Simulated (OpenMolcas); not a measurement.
**2s² 2p² along the 6-electron sequence**

- Program: OpenMolcas
- Method: SS-CASPT2, IPEA 0.25 Eh, imaginary shift 0.1 Eh
- Basis: ANO-RCC-VQZP
- Scalar Hamiltonian: DKH2, point nucleus
- Spin-orbit coupling: state interaction with AMFI integrals over the reference wave functions, term energies averaged over their components

Active space for each ion: 2 electrons in 3 orbitals (2p); closed shells correlated by CASPT2: 1s 2s.

Computed levels in cm-1 above ³P₀:

```
                               Level      C     N+    F3+   Ne4+
                                 ³P₁   15.7   47.8    223    404
                                 ³P₂   46.9    142    654   1168
                                 ¹D₂   9970  15240  25600  30630
                                 ¹S₀  22720  34740  57610  68420
weight of ³P in the lowest level (%)    100    100    100    100
```

Measured, with the error of the calculation in %. Measured levels: C, N+ from NIST Handbook of Basic Atomic Spectroscopic Data; F3+ from Moore, Atomic Energy Levels, vol. I, NSRDS-NBS 35 (1971 reprint of NBS Circular 467, 1949); Ne4+ from NIST levels in Podobedova, Fuhr, Reader and Wiese, J. Phys. Chem. Ref. Data 33, 525 (2004).

| Level | C | N+ | F3+ | Ne4+ |
| --- | --- | --- | --- | --- |
| ³P₁ | 16.4 (-4.4) | 48.7 (-1.8) | 225 (-0.8) | 412 (-2.0) |
| ³P₂ | 43.4 (+8.0) | 131 (+8.6) | 613 (+6.6) | 1110 (+5.2) |
| ¹D₂ | 10193 (-2.2) | 15316 (-0.5) | 25241 (+1.4) | 30292 (+1.1) |
| ¹S₀ | 21648 (+4.9) | 32689 (+6.3) | 53544 (+7.6) | 63914 (+7.1) |

The fine-structure level ³P₂ changes by a factor of 24.9 from C to Ne4+. Its fourth root runs 2.62, 3.45, 5.06, 5.85, with steps per unit of Z of 0.84, 0.80, 0.79; equal steps would mean a (Z - σ)^4 law with constant σ.

¹D₂ changes by a factor of 3.07 over the same range, with steps per unit of Z of +5270, +5180, +5030 cm-1.

Term energies are means over components that CASPT2 splits; among the terms shown or strongly mixed into the levels shown the widest spread is 83 cm-1 (2s² 2p² ¹D, N+). With the s shell closed, the reference lacks s² → p² mixing. Computed and measured levels are paired by configuration, term and J; levels that our copy of the source lacks, or whose pairing is in doubt (as where it misses far off the trend of its configuration), stay unpaired and out of the deviations. Levels of configurations outside the active space are missing.
